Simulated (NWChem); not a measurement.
System: vinylidene fluoride (C$_{2}$H$_{2}$F$_{2}$); SMILES FC(F)=C

NWChem input:

```
start job
memory heap 200 mb stack 900 mb global 1100 mb
geometry units angstroms noautosym nocenter noautoz
  C      0.014913    -1.385722     0.000000
  C      0.000736    -0.062923     0.000000
  F     -1.093196     0.686527     0.000000
  F      1.078430     0.709732     0.000000
  H      0.957241    -1.915946     0.000000
  H     -0.915803    -1.936068     0.000000
end
basis spherical
  * library def2-svp
end
dft
  xc b3lyp
  iterations 150
end
cosmo
  do_cosmo_smd true
  solvent cychexon
end
task dft energy
```

Geometry: optimised at B3LYP/6-31G* (spherical d). Solvent: cyclohexanone.

Level: B3LYP/def2-SVP with SMD (1 M gas to 1 M solution), gas-phase geometry.

**Question.** Give the results of this calculation. (B3LYP/def2-SVP, SMD on the gas-phase geometry.) Quantities: solvation free energy (kcal/mol); cavity-dispersion-structure term (kcal/mol); dipole in solution (D).

**Answer.** 
```
Quantity                                     Value
-------------------------------------------  -----
solvation free energy (kcal/mol)               0.1
cavity-dispersion-structure term (kcal/mol)    1.9
dipole in solution (D)                        1.42
```
